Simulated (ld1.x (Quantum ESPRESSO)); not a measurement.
**Configuration tests for Be (Z = 4) (TM)**

ld1.x (Quantum ESPRESSO) 7.5 input, shortened:

```
&input
   title='Be', zed=4., rel=1, dft='PBE', iswitch=3,
   config='[He] 2s1 2p1'
 /
 &inputp
   pseudotype=2, tm=.true., lloc=0,
   nlcc=.true., new_core_ps=.true.
 /
2
2P  2  1   1.00   0.00  4.20  4.20  0.0
2S  1  0   1.00   0.00  2.15  2.15  0.0
 &test
   configts(1)='2s1 2p1'
 /
```

Energies are relative to the spin-unpolarised reference configuration 2s1 2p1; without spin polarisation the order of configurations can differ from experiment.

| valence configuration | charge | ΔE all-electron (eV) | error AE − PS (meV) |
| --- | --- | --- | --- |
| 2s2 2p0 | 0 | -3.612 | -27 |
| 2s1 2p0 | +1 | 5.938 | +85 |
| 2s1.5 2p0 | +0.5 | 0.148 | +20 |
| 2s0 2p1 | +1 | 9.848 | -87 |

Problem. What are ΔE and the potential's error for 2s0 2p2?

Solution. ΔE = 3.639 eV all-electron; the error (AE − PS) is -30 meV.
